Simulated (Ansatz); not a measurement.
Born–Oppenheimer molecular dynamics of ClH8NSi2 (12 atoms, charge 0, multiplicity 1). It starts from a rough guess of a transition structure, not a stationary point.

Method: UKS CAM-B3LYP-D4/STO-3G in Ansatz 0.2.0.

- ensemble: NVE (velocity Verlet)
- time step: 0.5 fs
- steps asked: 150
- starting velocities drawn for: 100 K
- seed: 826261

First frame:

```xyz
12
Properties=species:S:1:pos:R:3
Si -0.845 -0.271 0.089
Cl 0.271 -2.286 -0.870
H -1.844 -0.601 -0.916
H -1.336 1.006 0.666
N -0.530 -1.035 1.584
H 0.683 -0.576 -0.810
Si 1.018 1.262 -0.886
H -0.286 -2.008 1.650
H -0.904 -0.668 2.442
H 1.871 1.618 0.242
H 1.843 1.219 -2.091
H 0.059 2.340 -1.100
```

(1) How far do the bonds stretch over the last three quarters of this one trajectory? (Pairs bonded in most of those frames.)

Results:

(1) 
```json
{"bond": "Si1–Cl2", "mean (Å)": "2.242", "spread (Å)": "0.222", "shortest": "1.94", "longest": "2.54"}
{"bond": "Si1–H3", "mean (Å)": "1.448", "spread (Å)": "0.024", "shortest": "1.41", "longest": "1.49"}
{"bond": "Si1–H4", "mean (Å)": "1.443", "spread (Å)": "0.032", "shortest": "1.39", "longest": "1.50"}
{"bond": "Si1–N5", "mean (Å)": "1.716", "spread (Å)": "0.037", "shortest": "1.66", "longest": "1.77"}
{"bond": "N5–H8", "mean (Å)": "1.038", "spread (Å)": "0.022", "shortest": "1.00", "longest": "1.08"}
{"bond": "N5–H9", "mean (Å)": "1.039", "spread (Å)": "0.024", "shortest": "1.00", "longest": "1.08"}
{"bond": "H6–Si7", "mean (Å)": "1.443", "spread (Å)": "0.070", "shortest": "1.33", "longest": "1.55"}
{"bond": "Si7–H10", "mean (Å)": "1.439", "spread (Å)": "0.012", "shortest": "1.42", "longest": "1.46"}
{"bond": "Si7–H11", "mean (Å)": "1.440", "spread (Å)": "0.011", "shortest": "1.42", "longest": "1.46"}
{"bond": "Si7–H12", "mean (Å)": "1.441", "spread (Å)": "0.021", "shortest": "1.41", "longest": "1.47"}
```

Mean temperature of the second half: 2417 K. The conserved energy stayed within 0.28 meV per atom of its start (net change -0.05 meV per atom), so the integration is sound. The system heated up, since it started high on the potential surface and ran downhill. A run of 0.075 ps of so small a system gives no equilibrium averages. The orbitals stay closed-shell, which can raise the energy where a bond breaks towards radicals; this wasn't checked here. Limits of this set-up: minimal basis.

Run time: 9.5 min on 1 thread of Arm Neoverse V2 (shared host), peak memory 0.17 GiB.
